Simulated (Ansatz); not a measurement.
Isolated molecules relaxed with PBE0-D4/def2-TZVP in Ansatz; ΔE leaves out vibrations. CCSD(T)/CBS adds triple-zeta CCSD(T) − MP2 to the extrapolated MP2 energy (def2 sets, frozen cores). This one scheme is used for every species. Functionals use def2-TZVPP. B3LYP here is the variant with VWN-RPA as its local correlation; programs differ in this. HSE06 is defined as in plane-wave codes. For Ge outer-core shells are correlated without core-valence functions, which leaves a few kJ/mol of doubt a bond. Scalar relativity is left out up to krypton.

Reaction (ligand exchange at a Ge–C bond): `[CH3][GeH3]` + `[SH][GeH3]` → `[GeH3][S][GeH3]` + CH₄

```csv
level,ΔE (kJ/mol),difference from CCSD(T)/CBS
LDA (SPW92),-65.3,4.4
PBE-D4,-71.3,-1.6
BLYP-D4,-71.7,-2.0
r2SCAN-D4,-72.2,-2.5
B97M-V,-72.9,-3.2
PBE0-D4,-71.7,-2.0
B3LYP-D4,-72.0,-2.3
r2SCANh-D4,-72.3,-2.6
r2SCAN0-D4,-72.3,-2.6
HSE06-D4,-71.9,-2.2
BHLYP-D4,-74.6,-4.9
CAM-B3LYP-D4,-67.0,2.7
ωB97X-V,-67.7,2.0
ωB97M-V,-68.4,1.3
B2PLYP,-68.1,1.6
PBE,-67.4,2.3
revPBE,-66.7,3.0
BLYP,-64.6,5.1
r2SCAN,-71.3,-1.6
PBE0,-68.1,1.6
r2SCANh,-71.2,-1.5
r2SCAN0,-71.1,-1.4
HSE06,-68.4,1.3
BHLYP,-66.9,2.8
CAM-B3LYP,-63.0,6.7
LC-ωPBE,-63.8,5.9
RPA@PBE/def2-TZVPP,-62.9,6.8
MP2/def2-SVP,-71.7,-2.0
CCSD/def2-SVP,-67.0,2.7
CCSD(T)/def2-SVP,-68.3,1.4
HF/def2-TZVPP,-68.0,1.7
MP2/def2-TZVPP,-71.5,-1.8
SCS-MP2/def2-TZVPP,-69.1,0.6
CCSD/def2-TZVPP,-64.9,4.8
CCSD(T)/def2-TZVPP,-66.7,3.0
HF/def2-QZVPP,-67.8,1.9
MP2/def2-QZVPP,-73.2,-3.5
HF/CBS(def2),-67.8,1.9
MP2/CBS(def2),-74.5,-4.8
CCSD/CBS(def2),-67.8,1.9
CCSD(T)/CBS,-69.7,0
```

Largest T1 diagnostic among the species: 0.011.

The D4 term adds −6.4 kJ/mol with B3LYP and −3.6 kJ/mol with PBE0; it sums over pairs of atoms, weighted by their polarisabilities, and B3LYP, whose exchange is more repulsive, gets the larger term. Leaving LDA and LC-ωPBE aside and taking each functional with its dispersion term where it has one, the values spread over 7.7 kJ/mol, from BHLYP-D4 to CAM-B3LYP-D4.
